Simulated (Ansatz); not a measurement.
Compare A (`CBCC[SiH3]`) with its isomer B (`CCBC[SiH3]`).

Isolated molecules relaxed with PBE0-D4/def2-TZVP in Ansatz; ΔE leaves out vibrations. CCSD(T)/CBS adds triple-zeta CCSD(T) − MP2 to the extrapolated MP2 energy (def2 sets, frozen cores). DFT in def2-TZVPP. B3LYP here is the variant with VWN-RPA as its local correlation; programs differ in this. Each species was taken in one conformer, which may not be the lowest.

Task: Which is lower in electronic energy at CCSD(T)/CBS, and by how much? (An estimate is asked.)

Result: Computed: B, by 21.4 kJ/mol.

Task: Give E(B) − E(A) in kJ/mol with CCSD(T)/def2-SVP, ωB97M-V, r2SCAN-D4, B2PLYP, PBE-D4, B3LYP-D4, CCSD/def2-TZVPP. (Estimate.)

Result: Ansatz gave: CCSD(T)/def2-SVP -22.9, ωB97M-V -22.5, r2SCAN-D4 -22.5, B2PLYP -21.7, PBE-D4 -22.5, B3LYP-D4 -22.0, CCSD/def2-TZVPP -21.9. None reverses the order clearly.

Task: Does the order hold for the free energy at 298.15 K (harmonic terms from PBE0-D4)? (Best estimate.)

Result: Computed: Yes: G(B) − G(A) = -19.8 kJ/mol, for one conformer each. Modes under 60 cm⁻¹, often nearly free rotors, make the harmonic entropy too high.

Largest T1 diagnostic: 0.010.

Leaving LDA and LC-ωPBE aside and taking each functional with its dispersion term where it has one, the values, not all of them listed here, spread over 2.1 kJ/mol, from PBE0-D4 to BLYP-D4.
